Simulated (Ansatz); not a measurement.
Relaxation of BF2H2N (6 atoms, charge 0, multiplicity 1), to a largest force component of 0.03 eV/Å in at most 50 steps.

Theory: Ansatz 0.2.0, RKS PBE-D4/def2-SVP.

```xyz
6
Properties=species:S:1:pos:R:3
B -0.588 -0.230 -0.671
F 0.064 1.517 1.296
N 0.427 -0.925 -0.412
H 0.596 0.786 1.134
F -1.639 0.484 -0.942
H 1.140 -1.631 -0.405
```

Q: Where does it end, and by what steps?

A: The run converged. After 7 steps the energy has fallen by 0.112 eV; H4 moved furthest, 0.30 Å.

| step | energy less start (eV) | largest force component (eV/Å) | accepted |
| --- | --- | --- | --- |
| 0 | 0.0000 | 1.115 | yes |
| 1 | -0.0775 | 0.228 | yes |
| 2 | -0.0918 | 0.494 | yes |
| 3 | -0.1044 | 0.226 | yes |
| 4 | -0.1098 | 0.242 | yes |
| 5 | -0.1102 | 0.305 | yes |
| 6 | -0.1116 | 0.070 | yes |
| 7 | -0.1116 | 0.002 | yes |

```xyz
6
Properties=species:S:1:pos:R:3
B -0.612 -0.176 -0.646
F 0.174 1.393 1.285
N 0.444 -0.766 -0.265
H 0.539 0.585 0.922
F -1.681 0.466 -0.993
H 1.135 -1.500 -0.304
```

Run time: 12 s on 1 thread of Arm Neoverse V1 (shared host), peak memory 0.12 GiB.
